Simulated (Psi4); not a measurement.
A dimer, H4Si ··· BCl3 (SMILES [SiH4] and ClB(Cl)Cl); the first 5 atoms form monomer A.

```
9

Si     0.0000     0.0000     0.0000
H     -0.2279    -1.0576    -1.0104
H     -0.7218     1.2288    -0.4004
H      1.4490     0.2877     0.0950
H     -0.4993    -0.4589     1.3159
Cl     2.3913    -2.2175    -0.4869
B      1.6139    -3.6217     0.1982
Cl     2.4733    -5.1380     0.2878
Cl    -0.0229    -3.5098     0.7934
```

Task: What interaction energy does SAPT0/jun-cc-pVDZ, frozen core in Psi4 1.11 give, and which attractive term is the largest?

Result: Total 4.48 kcal/mol: electrostatics -5.01, exchange 14.26, induction -0.99, dispersion -3.78. The most attractive term is electrostatics.
